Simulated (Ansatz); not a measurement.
Job for Ansatz (a program for electronic structure): R-CCSD(T)/def2-SVP on H3NSSn (SMILES [NH2][Sn][SH]), a point of a torsion scan. Elements past Kr take the def2 small-core potentials; no spin–orbit coupling. The run froze 15 orbitals, filled d shells among them.

Ansatz 0.2 input:
```yaml
crystal:
  periodic: [false, false, false]
  atoms:
    - {symbol: N, position_ang: [-1.29143434, 0.11540227, 0.20365964]}
    - {symbol: Sn, position_ang: [0.20154624, -0.89598150, 1.15104654]}
    - {symbol: S, position_ang: [1.92255071, -0.40763584, -0.55214159]}
    - {symbol: H, position_ang: [-2.26256781, 0.16154991, 0.47930046]}
    - {symbol: H, position_ang: [-1.20553488, 0.59349460, -0.68374323]}
    - {symbol: H, position_ang: [2.75539191, 0.22554443, 0.26330515]}
basis:
  gaussian:
    orbitals: def2-SVP
magnetization: {spin_polarized: false}
correlation: {method: ccsd_t, electrons: outside_noble_gas}
scf: {lower_state_search: off}
```

The head of its log:

```
WARN ansatz: RAYON_NUM_THREADS=1 ignored (pool sized by the plan → 1); use --threads N
Functional definition: HF
these checks for a lower state are left out or cut short: stability, starts, cluster_reference, orbital_swaps, neighbouring_geometries, increment
integrals: 0.06 GiB planned
803 factors; integrals over basis functions are off by at most 1.3e-3 eV
mean field: 0.15 GiB planned
mean field evaluation 1: about -18145.3694 eV, gradient 3.4e1 eV
mean field evaluation 2: about -18145.3796 eV, gradient 3.4e1 eV
mean field evaluation 4: about -18148.3933 eV, gradient 2.8e0 eV
mean field evaluation 8: about -18148.4357 eV, gradient 6.2e-4 eV
mean field -18148.43566639 eV, -666.9427092882 hartree, gradient 7.8e-6 eV, S^2 0.000000; 0 other end points of the search recorded, 0 dependent functions left out
15 core orbitals not correlated
reference -18148.43566639 eV, -666.9427092882 hartree; 9, 9 occupied and 49, 49 virtual orbitals, 803 factors
```

### Question
What total energy does the run end on?

### Answer
-667.3643 hartree (reference determinant -666.9427, T1 diagnostic 0.020).
